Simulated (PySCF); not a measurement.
PySCF job for diphosphane (H4P2), SMILES PP, PBE0/pcSseg-2. Coordinates come from a B3LYP-D3(BJ)/def2-TZVP optimisation.

```python
import numpy as np
from pyscf import gto, scf, dft
from pyscf.prop.nmr import rks as nmr

mol = gto.M(
    atom='''
    P    -1.11748355   -0.13116307    0.00000000
    P     1.11748355    0.13116307   -0.00000000
    H    -1.32249902    0.83122504    1.02456304
    H    -1.32249902    0.83122504   -1.02456305
    H     1.32249902   -0.83122504    1.02456305
    H     1.32249902   -0.83122504   -1.02456304
    ''',
    basis='pcSseg-2',
    charge=0,
    spin=0,
    max_memory=1600,
    verbose=3,
)
mf = dft.RKS(mol, xc='pbe0')
mf.grids.level = 3
mf.conv_tol = 1e-10
mf.max_cycle = 100
mf.kernel()
n = nmr.NMR(mf)
n.verbose = 2
n.max_cycle_cphf = 60
sigma = n.kernel()
print('atom   isotropic/ppm   span/ppm')
for i, s in enumerate(sigma):
    w = np.linalg.eigvalsh((s + s.T) / 2)
    print(f'{mol.atom_symbol(i):2s}{i + 1:3d} {w.mean():14.3f} {w[2] - w[0]:11.3f}')
```

Output:

```
converged SCF energy = -684.869191017256
atom   isotropic/ppm   span/ppm
P   1        526.397     132.694
P   2        526.397     132.694
H   3         28.884      11.243
H   4         28.884      11.243
H   5         28.884      11.243
H   6         28.884      11.243
```

Self-consistency was reached.

Cost: roughly 50 core-seconds.
